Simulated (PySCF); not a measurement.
## Correlation energy of Br²⁺ (bromine, charge +2)

[Ar] 3d10 4s2 4p3, high-spin 4S determinant. Calculation: PySCF 2.14, in 6-31G* (5s4p3d, 32 functions); no relativity, point nucleus. Frozen: [Ar] 3d10; 5 electrons correlated.

MP2 pair energies summed by pair of shells (mhartree):

| pair | energy | share (%) |
| --- | --- | --- |
| 4s-4p | -38.84 | 66.5 |
| 4p-4p | -14.14 | 24.2 |
| 4s-4s | -5.39 | 9.2 |

Total MP2 correlation energy: -58.37 mhartree.

Same-spin part -15.08 and opposite-spin part -43.29 mhartree; SCS-MP2 scales them by 1/3 and 6/5 to -56.98 mhartree.

```
  level  correlation energy (mhartree)
   CCSD                         -73.61
    (T)                          -0.62
CCSD(T)                         -74.23
```

Diagnostics: T1 = 0.00073, D1 = 0.0020, largest double amplitude 0.060.

Cost of the coupled-cluster step: 0.18 s of wall time on 1 thread of AMD EPYC 7R43 64-Core Processor (shared host), for 5 correlated electrons.

Iterations:

```
CC2 = 0
CCSD nocc = (np.int64(4), np.int64(1)), nmo = (18, 18)
frozen orbitals [[0, 1, 2, 3, 4, 5, 6, 7, 8, 9, 10, 11, 12, 13], [0, 1, 2, 3, 4, 5, 6, 7, 8, 9, 10, 11, 12, 13]]
max_cycle = 100
direct = 0
conv_tol = 1e-08
conv_tol_normt = 1e-06
diis_space = 8
diis_start_cycle = 0
Init t2, MP2 energy = -0.0583708442572589
Init E_corr(UCCSD) = -0.0583708443209669
cycle = 1  E_corr(UCCSD) = -0.0702790706973437  dE = -0.0119082264  norm(t1,t2) = 0.0346193
cycle = 2  E_corr(UCCSD) = -0.0727731382320131  dE = -0.00249406753  norm(t1,t2) = 0.0090425
cycle = 3  E_corr(UCCSD) = -0.0736256117414392  dE = -0.000852473509  norm(t1,t2) = 0.00285771
cycle = 4  E_corr(UCCSD) = -0.0736118367501173  dE = 1.37749913e-05  norm(t1,t2) = 0.000259076
cycle = 5  E_corr(UCCSD) = -0.0736119801090941  dE = -1.43358977e-07  norm(t1,t2) = 2.04609e-05
cycle = 6  E_corr(UCCSD) = -0.0736117529787868  dE = 2.27130307e-07  norm(t1,t2) = 4.38281e-06
cycle = 7  E_corr(UCCSD) = -0.0736118860104991  dE = -1.33031712e-07  norm(t1,t2) = 3.7748e-07
cycle = 8  E_corr(UCCSD) = -0.073611865427051  dE = 2.0583448e-08  norm(t1,t2) = 9.22753e-08
cycle = 9  E_corr(UCCSD) = -0.0736118606635302  dE = 4.76352086e-09  norm(t1,t2) = 3.58801e-08
UCCSD converged
E(UCCSD) = -2571.019070372831  E_corr = -0.07361186066353019
UCCSD(T) correction = -0.000620325405537546
```
